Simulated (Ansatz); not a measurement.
Abridged output of a molecular run in Ansatz:

```
Functional definition: HF
1654 factors; integrals over basis functions are off by at most 1.1e-3 eV
mean field evaluation 1: about -35078.6945 eV, gradient 5.2e1 eV
mean field evaluation 2: about -35079.0346 eV, gradient 5.3e1 eV
mean field evaluation 4: about -35083.8038 eV, gradient 3.3e0 eV
mean field evaluation 8: about -35083.8678 eV, gradient 3.1e-1 eV
mean field -35083.86810361 eV, -1289.3083721078 hartree, gradient 3.6e-6 eV, S^2 0.000000; 0 other end points of the search recorded, 0 dependent functions left out
18 core orbitals not correlated: weight in the atoms' cores, before any rotation towards them, 1.000 or more for the frozen orbitals, at most 0.000 for the correlated occupied ones
reference -35083.86810361 eV, -1289.3083721078 hartree; 19, 19 occupied and 238, 238 virtual orbitals, 1654 factors
second order -31.06807888 eV of doubles, -0.00000000 eV of singles
cycle   1  -31.35553131 eV  change   -2.9e-1 eV  update   1.1e-1
cycle   2  -32.03210654 eV  change   -6.8e-1 eV  update   3.1e-2
cycle   3  -32.18112826 eV  change   -1.5e-1 eV  update   1.5e-2
cycle   4  -32.16191825 eV  change    1.9e-2 eV  update   2.9e-3
cycle   5  -32.16069948 eV  change    1.2e-3 eV  update   1.2e-3
cycle   6  -32.16143791 eV  change   -7.4e-4 eV  update   3.1e-4
cycle   7  -32.16123012 eV  change    2.1e-4 eV  update   1.0e-4
cycle   8  -32.16117706 eV  change    5.3e-5 eV  update   2.8e-5
cycle   9  -32.16118362 eV  change   -6.6e-6 eV  update   1.1e-5
perturbative correction -1.10746685 eV, -0.0406986562 hartree
Total energy: -35117.13675408 eV, -1290.5309724622 hartree
```

Its atoms:

Cartesian coordinates in Å:
```
O 0.093 -2.518 -0.243
Si 0.159 -1.007 -0.807
F 1.486 -0.784 -1.640
Cl -1.404 -0.763 -2.065
O 0.134 0.074 0.378
Si -0.212 1.608 0.862
H 0.678 -2.767 0.474
H -1.536 2.013 0.330
H -0.233 1.611 2.344
H 0.836 2.533 0.368
```

(1) Which basis set was used?
A. def2-SVPD
B. def2-TZVPPD
C. cc-pV(D+d)Z
D. def2-TZVPP

(2) Write the keys of the input that set method, charge and spin (a neutral closed shell needs none for the last two).

Results:

(1) D. It gives 275 functions.

(2) 
```yaml
correlation: {method: ccsd_t}
```
